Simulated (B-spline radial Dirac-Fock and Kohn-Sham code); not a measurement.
ΔSCF core binding energies without Breit or QED terms, calculated with a radial atomic solver.

A sound run for the Ca atom in the configuration 1s2 2s2 2p6 3s2 3p6 4s2: The ground state converged in 11 iterations, with total energy -679.71013 Ha, virial ratio 1.99130 and highest orbital energy -5.34 eV. ΔSCF binding energies: K (1s) 4052.4 eV, L3 (2p3/2) 357.2 eV. Holes are computed only in closed shells, and unreliable hole states are left out.

A second run, with one unsound setting: The ground state had not converged after 85 iterations, with total energy -679.64452 Ha, virial ratio 1.98175 and highest orbital energy -4.80 eV. ΔSCF binding energies: K (1s) 4060.0 eV, L3 (2p3/2) 362.5 eV (not all states converged, so these are not final). Holes are computed only in closed shells, and unreliable hole states are left out.

```
iter   energy (Ha)        error
   1     -677.64102153  7.36e-01
   2     -679.51780157  1.09e-01
   3     -679.52035087  1.08e-01
   4     -679.52286417  1.07e-01
   5     -679.52534201  1.07e-01
   6     -679.52778495  1.06e-01
   7     -679.53019352  1.05e-01
   8     -679.53256825  1.05e-01
   9     -679.53490967  1.04e-01
  17     -679.55250111  9.85e-02
  25     -679.56823246  9.35e-02
  33     -679.58231515  8.87e-02
  41     -679.59493405  8.42e-02
  49     -679.60625126  7.99e-02
  57     -679.61640928  7.58e-02
  65     -679.62553363  7.19e-02
  73     -679.63373514  6.82e-02
  81     -679.64111185  6.48e-02
  85     -679.64451846  6.31e-02
```

Task: Which fault fits the second run best?
A. overfilled shell
B. too few quadrature points
C. damping too heavy
D. speed of light below Z

Result: C. The input had damp = 0.995; ndamp = 100: damp is so close to 1 that the orbitals hardly move in each step.
